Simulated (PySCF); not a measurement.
# Heteronuclear NMR

Geometry (Å), atoms numbered from 1 in this order:
```xyz
20

N    -0.6819   -1.7398   -3.7625
C    -0.3569   -1.0978   -2.8528
Si    0.1545   -0.0725   -1.3753
C     0.9590   -1.2806   -0.1853
C     1.7433   -0.9711    0.8645
Si    2.2904    0.7411    1.4074
C    -1.3831    0.6865   -0.6575
C    -1.5408    0.8985    0.8300
C    -2.3328   -0.1656    0.1525
H     1.1064    0.9427   -1.9052
H     0.7409   -2.3428   -0.3683
H     2.1216   -1.8052    1.4750
H     3.7808    0.8368    1.3655
H     1.6952    1.7803    0.5159
H     1.8425    0.9891    2.8122
H    -1.8573    1.4419   -1.2944
H    -2.0524    1.8083    1.1541
H    -0.7298    0.5832    1.4942
H    -2.0602   -1.2083    0.3440
H    -3.4035   -0.0086   -0.0003
```

PySCF calculation with geometry: PBE0-D3(BJ)/def2-SVP and NMR shieldings at PBE0/pcSseg-1/GIAO; equivalent nuclei averaged, non-relativistic Hamiltonian, no solvent model, single conformer.

Problem. What are the ²⁹Si shifts?

Solution. 
| atoms | environment | σ (ppm) | δ (ppm) |
| --- | --- | --- | --- |
| Si3 | silicon bonded to 3 C, H | 404.1 | -57.0 |
| Si6 | silicon bonded to C, 3 H | 428.5 | -77.3 |

Shieldings were converted by a linear fit to measured shifts: ²⁹Si (scatter 9.7 ppm rms, 23.4 ppm with the 5 outliers that the fit left out vs TMS, solution or neat liquid). A few per cent of atoms miss by over 2 rms, more outside the fitted compound classes.

On a 500 MHz spectrometer ²⁹Si resonates near 99.3 MHz, so 1 ppm is 99.3 Hz.

Problem. Where does ¹⁵N resonate?

Solution. 
```json
{"atoms": "N1", "environment": "nitrile nitrogen", "σ (ppm)": "-101.6", "δ (ppm)": "-57.4"}
```

Shieldings were converted by a linear fit to measured shifts: ¹⁵N (scatter 7.2 ppm rms vs CH3NO2, solution or neat liquid). Occasional misses reach two or three times the rms, and more in compound classes unlike the fitted ones.

On a 500 MHz spectrometer ¹⁵N resonates near 50.7 MHz, so 1 ppm is 50.7 Hz.
